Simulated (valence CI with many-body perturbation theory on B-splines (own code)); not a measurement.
# From CI to CI+MBPT in Pb74+

Computed by configuration interaction combined with many-body perturbation theory (CI+MBPT): six valence electrons over a frozen Dirac-Fock core [He], a basis of 9 s, 9 p, 8 d, 6 f, 3 g, 1 h functions for each j, with the one-electron correlation potential Σ1, the two-electron term Σ2, the three-electron term Σ3, Breit, model QED; selected CI, second order for the rest, scaled by the run's own slope (own B-spline code, finite nucleus).

No measured spectrum was set against this ion. As an estimate, large intervals hold to a few tenths of a per cent, small ones and those within an open d or f shell to about a per cent. Among the levels kept, up to 1900 cm⁻¹ of a level comes from second order outside the variational space, and about a tenth of that is noise between levels of different J, which matters for small intervals.

Each rung adds one term. CI alone is the Dirac-Coulomb CI over the frozen core; QED comes last and gives the full result, which names the levels. Energies are above (2s^2 2p1/2^2 2p3/2^2) J=2 on the same rung, in Ry.

Levels are named by their leading jj configuration (3d3/2^4 stands for four electrons in 3d with j = 3/2), which in mixed levels can hold well under half, so a name can repeat and another be missing. Letters in brackets count levels of one name in rising energy.

| Level | CI alone | + Σ1 | + Σ2 | + Σ3 | + Breit | Full |
| --- | --- | --- | --- | --- | --- | --- |
| (2s^2 2p1/2^2 2p3/2^2) J=0 | 4.36 | 4.36 | 4.38 | 4.37 | 5.24 | 5.24 |
| (2s^2 2p1/2 2p3/2^3) J=1 | 167.71 | 167.73 | 167.74 | 167.73 | 166.08 | 166.25 |
| (2s^2 2p1/2 2p3/2^3) J=2 | 169.87 | 169.90 | 169.91 | 169.90 | 167.44 | 167.61 |
| (2s 2p1/2^2 2p3/2^3) J=2 | 203.69 | 203.68 | 203.65 | 203.62 | 203.23 | 201.50 |
| (2s 2p1/2^2 2p3/2^3) J=1 | 210.58 | 210.58 | 210.53 | 210.50 | 210.43 | 208.69 |
| (2s^2 2p3/2^4) J=0 | 339.49 | 339.53 | 339.56 | 339.54 | 336.02 | 336.34 |
| (2s 2p1/2 2p3/2^4) J=0 | 372.41 | 372.42 | 372.42 | 372.40 | 370.41 | 368.84 |
| (2s 2p1/2 2p3/2^4) J=1 | 375.92 | 375.94 | 375.91 | 375.88 | 373.41 | 371.84 |
| (2p1/2^2 2p3/2^4) J=0 | 417.16 | 417.15 | 417.09 | 417.03 | 416.76 | 413.31 |
| (2s^2 2p1/2^2 2p3/2 3s) J=2 | 781.95 | 781.97 | 781.99 | 781.97 | 780.96 | 781.25 |
| (2s^2 2p1/2^2 2p3/2 3s) J=1 | 782.67 | 782.69 | 782.70 | 782.69 | 781.72 | 782.01 |
| (2s^2 2p1/2^2 2p3/2 3p1/2) J=1 | 792.44 | 792.45 | 792.46 | 792.44 | 792.13 | 791.87 |
| (2s^2 2p1/2^2 2p3/2 3p1/2) J=2 | 792.74 | 792.75 | 792.76 | 792.74 | 792.20 | 791.94 |
| (2s^2 2p1/2^2 2p3/2 3p3/2) J=3 | 840.95 | 840.97 | 840.98 | 840.96 | 839.76 | 839.56 |
| (2s^2 2p1/2^2 2p3/2 3p3/2) J=1 | 840.93 | 840.95 | 840.96 | 840.94 | 839.82 | 839.62 |
| (2s^2 2p1/2^2 2p3/2 3p3/2) J=2 | 843.33 | 843.35 | 843.36 | 843.34 | 842.27 | 842.07 |
| (2s^2 2p1/2^2 2p3/2 3p3/2) J=0 | 845.24 | 845.25 | 845.28 | 845.26 | 844.52 | 844.32 |
| (2s^2 2p1/2^2 2p3/2 3d3/2) J=2 | 851.00 | 851.02 | 851.03 | 851.02 | 849.94 | 849.65 |
| (2s^2 2p1/2^2 2p3/2 3d3/2) J=3 | 851.88 | 851.90 | 851.92 | 851.90 | 850.59 | 850.30 |
| (2s^2 2p1/2^2 2p3/2 3d3/2) J=1 | 851.97 | 851.99 | 852.01 | 851.99 | 850.93 | 850.64 |
| (2s^2 2p1/2^2 2p3/2 3d3/2) J=0 | 851.95 | 851.97 | 852.00 | 851.98 | 851.35 | 851.06 |
| (2s^2 2p1/2^2 2p3/2 3d5/2) J=4 | 863.09 | 863.11 | 863.13 | 863.11 | 861.58 | 861.32 |
| (2s^2 2p1/2^2 2p3/2 3d5/2) J=2 | 863.97 | 863.99 | 864.00 | 863.98 | 862.57 | 862.31 |
| (2s^2 2p1/2^2 2p3/2 3d5/2) J=3 | 865.40 | 865.42 | 865.43 | 865.42 | 863.84 | 863.58 |
| (2s^2 2p1/2^2 2p3/2 3d5/2) J=1 | 866.22 | 866.24 | 866.25 | 866.24 | 864.98 | 864.72 |
| (2s^2 2p1/2 2p3/2^2 3s) J=2 [a] | 948.94 | 948.98 | 949.00 | 948.98 | 945.86 | 946.32 |
| (2s^2 2p1/2 2p3/2^2 3s) J=1 [a] | 949.98 | 950.02 | 950.03 | 950.01 | 946.89 | 947.35 |
| (2s^2 2p1/2 2p3/2^2 3s) J=3 | 951.81 | 951.85 | 951.87 | 951.85 | 947.65 | 948.11 |
| (2s^2 2p1/2 2p3/2^2 3s) J=2 [b] | 952.44 | 952.48 | 952.50 | 952.48 | 948.42 | 948.88 |
| (2s^2 2p1/2 2p3/2^2 3s) J=0 | 955.09 | 955.13 | 955.16 | 955.14 | 952.40 | 952.85 |
| (2s^2 2p1/2 2p3/2^2 3s) J=1 [b] | 955.48 | 955.52 | 955.54 | 955.52 | 952.65 | 953.11 |

**Question.** How does the ionisation energy move along the ladder, and which term matters most?

**Answer.** CI alone 20403, + Σ1 20403, + Σ2 20404, + Σ3 20403, + Breit 20382, + QED 20378 eV. The largest step is Breit, -22 eV. NIST lists 20380 ± 90 eV (theoretical).
